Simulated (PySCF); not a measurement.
Bonds (- single, = double, # triple, : aromatic): C1#C2 1.201 Å, C2-C3 1.416 Å, C3=C4 1.335 Å, C4-Si5 1.892 Å, C3-C6 1.506 Å, C6-F7 1.342 Å, C6-F8 1.345 Å, C6-F9 1.345 Å. C1 carries H10; C4 carries H11; Si5 carries H12, H13, H14. Stereochemistry as in C#C/C(=C/[SiH3])C(F)(F)F.

PySCF 2.14.0 with density-fitted response routines calculation with shielding tensors at PBE0/pcSseg-1 (GIAO) and GFN2-xTB structure; no solvent, relativity neglected, one computed conformer, one averaged value for each set of equivalent atoms.

Chemical shifts δ = σref − σ; TMS for 13C, 1H, 29Si; 19F vs CFCl3, all at this level.

```
      atoms  nucleus  count  δ (ppm)
         C4      13C      1        ?
         C3      13C      1        ?
         C1      13C      1     93.4
        H11       1H      1     7.25
   F7/F8/F9      19F      3        ?
         C2      13C      1     83.7
        H10       1H      1     2.97
         C6      13C      1    133.1
        Si5     29Si      1    -82.3
H12/H13/H14       1H      3     4.29
```

Fill in the missing shifts.

Answers


- C4: 148.6 ppm, alkene CH; an sp2 carbon of a C=C bond
- C3: 136.8 ppm, fully substituted alkene carbon; the olefinic region
- F7/F8/F9: -76.3 ppm, fluorine of a CF3 group

Shifts are as computed. Against solution values, carbons near 30 ppm lie about +3 ppm off and those near 130 ppm about +5 ppm. Of 1211 compounds with measured shifts, 218 miss one by over three times the rms of a fit or turn the order of signals round; such compounds aren't used in these exercises. Unscaled 19F shifts against computed CFCl3 carry errors that often reach 10 to 50 ppm.
